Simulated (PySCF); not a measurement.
All values below come from PBE-D3(BJ)/def2-TZVP // M06-2X/def2-TZVP in PySCF 2.14.0. Gas-phase values, no solvent. One relaxed conformer stands for a flexible species; it need not be the lowest. Excitations are Tamm–Dancoff values on a coarser integration grid. The basis has no diffuse functions, so Rydberg states are missing or too high.

Reference species (SMILES): `C1CC1=O` (neutral, multiplicity 1).

```yaml
LUMO: -2.06 eV
S1 excitation (TDA): 3.69 eV
HOMO: -5.49 eV
```

After one change: the LUMO increases by 1.42 eV; the S1 excitation (TDA) increases by 2.30 eV; the HOMO decreases by 1.00 eV.

**Question.** Which change was made? The new species is one of these.
A) `C=C1CO1`
B) `C#CCO`
C) `CC=C=O`
D) `CC1=CO1`

**Answer.** B, `C#CCO`
